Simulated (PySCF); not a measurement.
## Potential energy of LaCl along the bond

Set-up: PySCF, spin-free X2C with a Gaussian nucleus, basis sets La x2c-TZVPall, Cl x2c-TZVPall. Energies in eV from La (5d1 6s2) + Cl in their ground configurations at the same level. State: triplet, about 0.1 electrons in the 4f shell (Mulliken).

```tsv
R (Å)	B97-3	UHF-CCSD	r²SCAN
2.192	-3.766		-4.181
2.294	-4.392	-4.175	-4.793
2.396	-4.739	-4.582	-5.129
2.473	-4.868	-4.743	-5.248
2.549	-4.912	-4.811	-5.283
2.626	-4.893	-4.807	-5.254
2.727	-4.796	-4.720	-5.145
2.855	-4.600	-4.525	-4.933
3.008	-4.304	-4.218	-4.620
3.212	-3.872		-4.169
```

Task: Put a parabola through the three lowest points of the B97-3 curve and estimate Re, k and ωe (reduced mass 27.94 u; 1 eV/Å² = 0.16022 mdyn/Å; ωe = 1302.8·√(k/μ) cm⁻¹).

Result: Through R = 2.473, 2.549, 2.626 Å the second-order coefficient is 5.40 eV/Å², so Re ≈ 2.565 Å, k ≈ 1.73 mdyn/Å and ωe ≈ 324 cm⁻¹. A polynomial fit of higher order to the unrounded B97-3 energies gives Re = 2.561 Å, k = 1.65 mdyn/Å, ωe = 317 cm⁻¹; anharmonicity and rounding make the difference.

The higher-order fit for each curve: B97-3: Re = 2.561 Å, ωe = 317 cm⁻¹, De = 4.91 eV; UHF-CCSD: Re = 2.582 Å, ωe = 324 cm⁻¹, De = 4.82 eV; r²SCAN: Re = 2.549 Å, ωe = 324 cm⁻¹, De = 5.28 eV.

Correlated steps freeze 23 core orbitals. These are scalar-relativistic numbers at best; spin–orbit coupling would shift them, the dissociation energy most. With d or f electrons several states lie close, and the lowest PBE0 determinant need not be the measured ground state.
